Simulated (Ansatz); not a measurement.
Consider the ligand exchange at a Ga–C bond: `C[CH2][Ga]([Cl])[Cl]` + `CNC` → `C[N](C)[Ga]([Cl])[Cl]` + `CC`.

Computed with Ansatz on PBE0-D4/def2-TZVP structures; ΔE is electronic, products minus reactants. CCSD(T)/CBS adds triple-zeta CCSD(T) − MP2 to the extrapolated MP2 energy (def2 sets, frozen cores). This one scheme is used for every species. DFT in def2-TZVPP. B3LYP here is the variant with VWN-RPA as its local correlation; programs differ in this. For Ga outer-core shells are correlated without core-valence functions, which leaves a few kJ/mol of doubt a bond. Scalar relativity is left out up to krypton. Each species was taken in one conformer, which may not be the lowest.

`C[CH2][Ga]([Cl])[Cl]`:

Cartesian coordinates in Å:
```
C 0.264 -1.303 0.336
C 0.174 -0.166 -0.672
Ga -0.406 1.542 0.085
Cl -0.874 1.781 2.161
Cl -0.633 3.329 -1.070
H 0.972 -1.081 1.137
H 0.592 -2.227 -0.148
H -0.700 -1.504 0.809
H -0.526 -0.396 -1.481
H 1.137 0.024 -1.156
```

`CNC`:

Cartesian coordinates in Å:
```
C 0.406 1.136 0.077
N -0.642 0.159 0.259
C -0.300 -1.136 -0.282
H 0.125 2.078 0.552
H 0.540 1.331 -0.991
H 1.386 0.824 0.479
H -0.863 0.072 1.242
H -0.204 -1.062 -1.370
H -1.097 -1.852 -0.070
H 0.649 -1.548 0.104
```

`C[N](C)[Ga]([Cl])[Cl]`:

Cartesian coordinates in Å:
```
C -0.414 1.159 -0.751
N 0.000 0.000 0.000
C 1.231 0.174 0.730
Ga -0.939 -1.532 0.024
Cl -0.260 -3.199 1.158
Cl -2.748 -1.709 -1.081
H 0.344 1.442 -1.494
H -0.569 2.024 -0.092
H -1.349 0.967 -1.280
H 1.491 -0.733 1.277
H 1.149 0.995 1.455
H 2.063 0.412 0.053
```

`CC`:

```xyz
8

C    -0.723    0.183   -0.142
C     0.723   -0.183    0.142
H    -1.153    0.771    0.672
H    -0.813    0.774   -1.057
H    -1.343   -0.708   -0.265
H     1.153   -0.771   -0.672
H     0.813   -0.774    1.057
H     1.343    0.708    0.265
```

Task: Is it downhill or uphill in electronic energy at CCSD(T)/CBS, and by how much? (Best estimate.)

Result: The calculation gave: Downhill: ΔE = -50.9 kJ/mol.

Task: What do these levels give: PBE-D4, BLYP-D4, PBE0-D4, B3LYP-D4, ωB97X-V, B2PLYP, PBE0, BHLYP, CAM-B3LYP, HF/def2-QZVPP, MP2/def2-QZVPP, HF/CBS(def2)? (Best estimate.)

Result: The calculation gave: PBE-D4 -44.6, BLYP-D4 -49.6, PBE0-D4 -45.6, B3LYP-D4 -50.1, ωB97X-V -49.6, B2PLYP -51.4, PBE0 -42.6, BHLYP -47.8, CAM-B3LYP -48.8, HF/def2-QZVPP -49.9, MP2/def2-QZVPP -55.7, HF/CBS(def2) -50.0 kJ/mol.

Largest T1 diagnostic among the species: 0.012.

In def2-TZVPP, CCSD(T) changes the Hartree–Fock value by −6.1 kJ/mol (the triples alone add −1.4 kJ/mol) and MP2 by −8.8 kJ/mol. The D4 term adds −5.5 kJ/mol with B3LYP and −3.1 kJ/mol with PBE0; it sums over pairs of atoms, weighted by their polarisabilities, and B3LYP, whose exchange is more repulsive, gets the larger term.
